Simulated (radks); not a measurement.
Q: These are the eigenvalues of the occupied orbitals of an atom or ion with whole-number occupations (hartree). Method: non-relativistic Kohn-Sham, PBE, spin-polarised, spherical densities, point nucleus; computed with a radial shooting solver on a logarithmic mesh with Libxc functionals.

orbital  eigenvalue
1s up     -100.7123
1s down   -100.7065
2s up      -9.22438
2s down    -9.21913
2p up      -7.04237
2p down    -7.03485
3s up      -0.77069
3s down    -0.73512
3p up      -0.33113
3p down    -0.29892

Which element is it, and in what charge state? The configuration may be excited. Open shells, if any, are filled with parallel spins first.

A: Z = 17, chlorine, charge 0: Cl in [Ne] 3s2 3p5. The list shows which subshells hold electrons but not how many an open one holds; the 1s level, -100.71 hartree, gives Z - s = 14.2 by -(Z - s)^2/2, which with screening narrows Z to a few neighbours, and the depths of the outer levels then fix element, charge and occupations together.
